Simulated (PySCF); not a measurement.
Radial density of B⁺ (boron, charge +1)

TPSSh, [He] 2p2, high-spin 3P determinant (an excited configuration). All numbers are calculated (PySCF 2.14, the non-relativistic Hamiltonian (point nucleus), in dyall-av2z).

```
r (bohr)  4πr²ρ (e/bohr)  4πr²(ρα − ρβ)
 0.00469         0.01824        -0.0001
 0.00789         0.05015        -0.0002
  0.0133          0.1341        -0.0004
  0.0223          0.3471        -0.0012
  0.0376          0.8435        -0.0028
  0.0632           1.854        -0.0059
   0.106           3.437        -0.0087
   0.179           4.839         0.0017
   0.301           4.398         0.0703
   0.506           2.153         0.2979
   0.851          0.9821         0.7356
    1.43           1.042         1.0374
    2.41          0.5448         0.5447
    4.05         0.06150         0.0615
    6.81       0.0006013         0.0006
```

Problem. Where is the radial spin density 4πr²(ρα − ρβ) most negative, and why is it negative at all?

Solution. Around r = 0.106 bohr, down to -0.0087 e/bohr: exchange with the open shell polarises the paired shells in an unrestricted calculation.
